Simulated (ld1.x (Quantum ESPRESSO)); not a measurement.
## Reading a pseudo-wave (Gd (Z = 64))

Columns: radius, all-electron u(r) and pseudo u(r) of the 5d shell (level -8.43 eV) of gadolinium in the configuration [Kr] 4d10 4f7 5s2 5p6 5d1 6s1 6p0; PBEsol, scalar-relativistic, TM scheme, ld1.x (Quantum ESPRESSO) 7.5.

```json
{"r (bohr)": "0.152", "all-electron": "0.1807", "pseudo": "0.0019"}
{"r (bohr)": "0.305", "all-electron": "-0.1022", "pseudo": "0.0145"}
{"r (bohr)": "0.458", "all-electron": "-0.2809", "pseudo": "0.0464"}
{"r (bohr)": "0.610", "all-electron": "-0.2142", "pseudo": "0.1013"}
{"r (bohr)": "0.762", "all-electron": "-0.0363", "pseudo": "0.1782"}
{"r (bohr)": "0.915", "all-electron": "0.1580", "pseudo": "0.2716"}
{"r (bohr)": "1.068", "all-electron": "0.3261", "pseudo": "0.3714"}
{"r (bohr)": "1.220", "all-electron": "0.4555", "pseudo": "0.4661"}
{"r (bohr)": "1.372", "all-electron": "0.5483", "pseudo": "0.5472"}
{"r (bohr)": "1.525", "all-electron": "0.6100", "pseudo": "0.6089"}
{"r (bohr)": "1.678", "all-electron": "0.6461", "pseudo": "0.6487"}
{"r (bohr)": "1.830", "all-electron": "0.6623", "pseudo": "0.6678"}
{"r (bohr)": "1.982", "all-electron": "0.6640", "pseudo": "0.6700"}
{"r (bohr)": "2.135", "all-electron": "0.6548", "pseudo": "0.6597"}
{"r (bohr)": "2.288", "all-electron": "0.6380", "pseudo": "0.6411"}
{"r (bohr)": "2.440", "all-electron": "0.6161", "pseudo": "0.6176"}
{"r (bohr)": "2.592", "all-electron": "0.5908", "pseudo": "0.5913"}
{"r (bohr)": "2.745", "all-electron": "0.5632", "pseudo": "0.5633"}
{"r (bohr)": "2.898", "all-electron": "0.5345", "pseudo": "0.5345"}
{"r (bohr)": "3.050", "all-electron": "0.5056", "pseudo": "0.5056"}
{"r (bohr)": "3.202", "all-electron": "0.4767", "pseudo": "0.4767"}
{"r (bohr)": "3.355", "all-electron": "0.4479", "pseudo": "0.4479"}
{"r (bohr)": "3.508", "all-electron": "0.4198", "pseudo": "0.4198"}
{"r (bohr)": "3.660", "all-electron": "0.3926", "pseudo": "0.3926"}
{"r (bohr)": "3.812", "all-electron": "0.3663", "pseudo": "0.3663"}
{"r (bohr)": "3.965", "all-electron": "0.3408", "pseudo": "0.3408"}
```

(1) How many radial nodes do the two functions have?

(2) At about which radius was the pseudo-wave matched?

(3) Where does each function peak?

(4) Is the pseudo-wave norm-conserving?

Results:

(1) The all-electron 5d function has n − l − 1 = 2; the pseudo-wave has 0, since the states of the same l below it are removed with the core.

(2) 3.05 bohr. The columns agree to 0.0005 from 2.75 bohr on; several derivatives are matched, so the curves merge somewhat inside the radius.

(3) Outermost all-electron maximum near 1.98 bohr, pseudo maximum near 1.98 bohr (to the table’s step).

(4) Yes: the TM scheme keeps the norm inside the radius equal to the all-electron one, which fixes the energy derivative of the logarithmic derivative at the level.
